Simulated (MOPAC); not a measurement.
MOPAC input (PM3):

```
PM3 FORCE THERMO(298,298) PRECISE LET CHARGE=1 GEO-OK AUX(PRECISION=9) THREADS=1
C3H8N

C    -0.91634208 1   -0.84200245 1    0.10755423 1
C    -1.07044295 1    0.60634553 1   -0.21606454 1
C     0.18901172 1    0.12566625 1    0.47242163 1
N     1.47913884 1    0.09876394 1   -0.26242014 1
H    -0.77511840 1   -1.57759512 1   -0.69666481 1
H    -1.50121233 1   -1.30046691 1    0.91689163 1
H    -1.77106028 1    1.23539253 1    0.35025801 1
H    -1.04373451 1    0.94668360 1   -1.26070257 1
H     0.33530437 1    0.38143596 1    1.54738486 1
H     1.91041014 1    0.99945323 1   -0.20363959 1
H     2.07918748 1   -0.58671700 1    0.15078139 1
H     1.32649673 1   -0.13255078 1   -1.22488910 1
```

Output:

```
 *******************************************************************************
 **                                                                           **
 **                              MOPAC v23.2.5                                **
 **                                                                           **
 *******************************************************************************
 ** MOPAC's Digital Object Identifier: https://doi.org/10.5281/zenodo.6511958 **
 **                                                                           **
 ** Please cite the open-source release paper for use of this MOPAC version:  **
 ** J. E. Moussa and J. J. P. Stewart (2026)                                  **
 ** MOPAC: An open-source semiempirical molecular orbital program             **
 ** J. Open Source Softw., 11(119), 8025, https://doi.org/10.21105/joss.08025 **
 *******************************************************************************

                              PM3 CALCULATION RESULTS

 *******************************************************************************
 *  PM3        - The PM3 Hamiltonian to be used
 *  GEO-OK     - OVERRIDE INTERATOMIC DISTANCE AND OTHER SAFETY CHECKS
 *
 *
 *
 *                 CHARGE ON SYSTEM = +1
 *
 *
 *
 *  LET        - OVERRIDE SOME SAFETY CHECKS
 *  PRECISE    - TIGHTER CRITERIA TO BE USED
 *  FORCE      - FORCE CALCULATION SPECIFIED
 *  AUX        - OUTPUT AUXILIARY INFORMATION
 *  THERMO     - THERMODYNAMIC QUANTITIES TO BE CALCULATED
 *******************************************************************************
PM3 FORCE THERMO(298,298) PRECISE LET CHARGE=1 GEO-OK AUX(PRECISION=9) THREADS=1
 C3H8N

   ATOM   CHEMICAL          X               Y               Z
  NUMBER   SYMBOL      (ANGSTROMS)     (ANGSTROMS)     (ANGSTROMS)

     1       C         -0.91634208  *  -0.84200245  *   0.10755423  *
     2       C         -1.07044295  *   0.60634553  *  -0.21606454  *
     3       C          0.18901172  *   0.12566625  *   0.47242163  *
     4       N          1.47913884  *   0.09876394  *  -0.26242014  *
     5       H         -0.77511840  *  -1.57759512  *  -0.69666481  *
     6       H         -1.50121233  *  -1.30046691  *   0.91689163  *
     7       H         -1.77106028  *   1.23539253  *   0.35025801  *
     8       H         -1.04373451  *   0.94668360  *  -1.26070257  *
     9       H          0.33530437  *   0.38143596  *   1.54738486  *
    10       H          1.91041014  *   0.99945323  *  -0.20363959  *
    11       H          2.07918748  *  -0.58671700  *   0.15078139  *
    12       H          1.32649673  *  -0.13255078  *  -1.22488910  *

          CARTESIAN COORDINATES

    NO.       ATOM           X           Y           Z

     1         C         -0.9163     -0.8420      0.1076
     2         C         -1.0704      0.6063     -0.2161
     3         C          0.1890      0.1257      0.4724
     4         N          1.4791      0.0988     -0.2624
     5         H         -0.7751     -1.5776     -0.6967
     6         H         -1.5012     -1.3005      0.9169
[...]
 FREQUENCY          3109.40         C  1 -- H  6         +27.8% ( 52.3%)     97.4%
 TRANSITION DIPOLE   0.4968         C  2 -- H  7         +27.8% ( 52.3%)     97.4%
 TRAVEL (Ang.)       0.2972         C  1 -- H  5         +21.5% ( 46.0%)     95.5%
 REDUCED MASS        0.2455         C  2 -- H  8         +21.5% ( 46.0%)     95.5%
 EFFECTIVE MASS      1.2711
 FORCE CONSTANT      1.3986

 VIBRATION         27   15A'          ATOM PAIR      ENERGY CONTRIBUTION    RADIAL
 FREQUENCY          3111.47         C  2 -- H  7         +28.4% ( 53.1%)     97.4%
 TRANSITION DIPOLE   0.3552         C  1 -- H  6         +28.4% ( 53.1%)     97.4%
 TRAVEL (Ang.)       0.2956         C  2 -- H  8         +20.5% ( 45.1%)     94.9%
 REDUCED MASS        0.2481         C  1 -- H  5         +20.5% ( 45.1%)     94.9%
 EFFECTIVE MASS      1.3364
 FORCE CONSTANT      1.4149

 VIBRATION         28   16A'          ATOM PAIR      ENERGY CONTRIBUTION    RADIAL
 FREQUENCY          3397.43         N  4 -- H 12         +68.3% ( 85.2%)     99.0%
 TRANSITION DIPOLE   0.3298         N  4 -- H 10         +15.4% ( 40.5%)     86.3%
 TRAVEL (Ang.)       0.1920         N  4 -- H 11         +15.4% ( 40.5%)     86.3%
 REDUCED MASS        0.5387         C  3 -- N  4          +0.8% (  9.3%)      0.1%
 EFFECTIVE MASS      1.4947
 FORCE CONSTANT      3.6632

 VIBRATION         29   13A"          ATOM PAIR      ENERGY CONTRIBUTION    RADIAL
 FREQUENCY          3405.57         N  4 -- H 11         +49.2% ( 72.4%)     97.5%
 TRANSITION DIPOLE   0.3459         N  4 -- H 10         +49.2% ( 72.4%)     97.5%
 TRAVEL (Ang.)       0.1972         C  3 -- N  4          +0.8% (  9.2%)      0.0%
 REDUCED MASS        0.5092         N  4 -- H 12          +0.7% (  8.8%)      0.0%
 EFFECTIVE MASS      1.4936
 FORCE CONSTANT      3.4797

 VIBRATION         30   17A'          ATOM PAIR      ENERGY CONTRIBUTION    RADIAL
 FREQUENCY          3560.37         N  4 -- H 11         +35.0% ( 56.3%)     98.8%
 TRANSITION DIPOLE   0.2853         N  4 -- H 10         +35.0% ( 56.3%)     98.8%
 TRAVEL (Ang.)       0.2394         N  4 -- H 12         +29.9% ( 52.0%)     98.3%
 REDUCED MASS        0.3305         C  3 -- N  4          +0.2% (  3.7%)     99.4%
 EFFECTIVE MASS      1.1001
 FORCE CONSTANT      2.4682

      SYMMETRY NUMBER FOR POINT-GROUP Cs  =  1

          SYSTEM IS A GROUND STATE

 C3H8N

          MOLECULE IS NOT LINEAR

          THERE ARE 30 GENUINE VIBRATIONS IN THIS SYSTEM
          THIS THERMODYNAMICS CALCULATION IS LIMITED TO
          MOLECULES WHICH HAVE NO INTERNAL ROTATIONS

                    CALCULATED THERMODYNAMIC PROPERTIES
                                          *
   TEMP. (K)   PARTITION FUNCTION   H.O.F.    ENTHALPY  HEAT CAPACITY ENTROPY
                                   KCAL/MOL   CAL/MOLE    CAL/K/MOL  CAL/K/MOL

 298.00  VIB.     0.3286D+01                  1132.0670     9.9505     6.1633
         ROT.     0.3832D+05                   888.2803     2.9808    23.9534
         INT.     0.1259D+06                  2020.3473    12.9313    30.1167
         TRA.     0.4282D+27                  1480.4672     4.9680    38.0973
         TOT.                      173.379    3500.8145    17.8993    68.2140

   *: NOTE: HEATS OF FORMATION ARE RELATIVE TO THE
            ELEMENTS IN THEIR STANDARD STATE AT 298K
              (=  Standard Enthalpy of Formation).

            Hvib:  Zero-point energy is not included.
                   frequencies of less than zero cm-1 are not included.
            Hrot = (3/2)RT
            Htra = (3/2)RT + pV = (5/2)RT

            Heat capacity is Cp, not Cv

          For more information, see: HTTP://OpenMOPAC.net/Manual/thermochemistry.html

           FORCE CONSTANT IN CARTESIAN COORDINATES (Millidynes/A)

    ATOM   CHEMICAL       X               Y               Z
   NUMBER   SYMBOL  FORCE CONSTANT  FORCE CONSTANT  FORCE CONSTANT

      1       C       10.155558        5.730361        8.664108
      2       C       10.155377        5.730542        8.664108
      3       C        4.973663       10.691579        8.109495
      4       N       10.513002       10.362278        9.574682
      5       H        1.829138        1.000588        3.711943
      6       H        1.872594        0.905484        3.807996
      7       H        1.872518        0.905529        3.808028
      8       H        1.829119        1.000638        3.711912
      9       H        0.501958        2.072326        3.445864
     10       H        4.894354        2.773159        0.955654
     11       H        4.894187        2.773329        0.955651
     12       H        1.024307        2.958642        4.643102

 **********************
 *                    *
 * JOB ENDED NORMALLY *
 *                    *
 **********************

 == MOPAC DONE ==
```

The dipole moment of an ion depends on the origin.
